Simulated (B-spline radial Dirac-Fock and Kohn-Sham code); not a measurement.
Method: multi-electron Dirac-Fock with separately optimised hole states, Breit and Lamb-shift corrections added in first order. Computed with a B-spline atomic structure program. Free neutral atoms.

Problem. Order these X-ray lines by photon energy, lowest first.
A. Hf Lβ3
B. Ge Kβ3
C. Zr Kβ1
D. Tm Lβ2
E. Ta Lβ6
F. Ho Lγ3

Solution. D (8464.3 eV), F (9085.9 eV), A (9165.5 eV), E (9308.7 eV), B (10975.1 eV), C (17663.4 eV).
